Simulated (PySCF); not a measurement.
[(Cl)3Hf]2NH (singlet state).
Bonds: Hf1–Cl2, Hf1–Cl3, Hf1–Cl4, Hf1–N5, N5–Hf6, Hf6–Cl7, Hf6–Cl8, Hf6–Cl9. Hydrogens: H10 on N5.

Computed, not measured: PySCF, PBE0-D3(BJ)/def2-SVP geometry optimisation, gas phase, def2 core potentials past Kr.

(1) What internal coordinates does the optimisation give?

## Answers

(1) 
| bond | length (Å) |
| --- | --- |
| Hf1–Cl2, Hf6–Cl7, Hf6–Cl8 | 2.340 |
| Hf1–Cl3, Hf6–Cl9 | 2.352 |
| Hf1–Cl4 | 2.328 |
| Hf1–N5 | 2.051 |
| N5–Hf6 | 1.989 |
| N5–H10 | 1.025 |

Bonds in one row agree within 0.01 Å and their mean is given. A selection of angles:
| angle | degrees |
| --- | --- |
| Cl2–Hf1–Cl3 | 117.0 |
| Cl2–Hf1–Cl4 | 105.9 |
| Cl2–Hf1–N5 | 112.2 |
| Cl3–Hf1–Cl4 | 107.0 |
| Cl3–Hf1–N5 | 113.2 |
| Cl4–Hf1–N5 | 99.4 |
| Hf1–N5–Hf6 | 120.7 |
| Hf1–N5–H10 | 114.2 |
| Hf6–N5–H10 | 125.0 |
| N5–Hf6–Cl7 | 108.8 |
| N5–Hf6–Cl9 | 93.4 |
| Cl7–Hf6–Cl8 | 111.5 |
| Cl8–Hf6–Cl9 | 114.1 |

Dihedral angles: Cl2–Hf1–N5–Hf6 -67° (synclinal); Hf1–N5–Hf6–Cl7 120° (anticlinal).

The 2 Hf–N bonds span 1.989 Å (N5–Hf6) to 2.051 Å (Hf1–N5), a spread of 0.062 Å. N5 (nitrogen bonded to 2 Hf and H) is planar (angles 125.0°, 120.7° and 114.2°, sum 360.0°, 0.02 Å off the plane of its three neighbours). The 6 Cl–Hf bonds span 2.328 Å (Hf1–Cl4) to 2.356 Å (Hf6–Cl9), a spread of 0.028 Å. Hf1 (hafnium bonded to 3 Cl and N) is distorted tetrahedral (angles from 99.4° to 117.0°). Of the pairs four or more bonds apart, Cl2···Cl9 is among the closest relative to their van der Waals radii: 3.57 Å, 102 % of the sum of Bondi's values.

Point group: near Cs, missed by 0.13 Å at most; the miss may be what the optimiser left on a soft mode. No frequency check.

On AMD EPYC, one thread, no GPU, on a shared host, this took 25 min wall and 1.1 GiB of memory at its peak. This is the geometry optimisation.
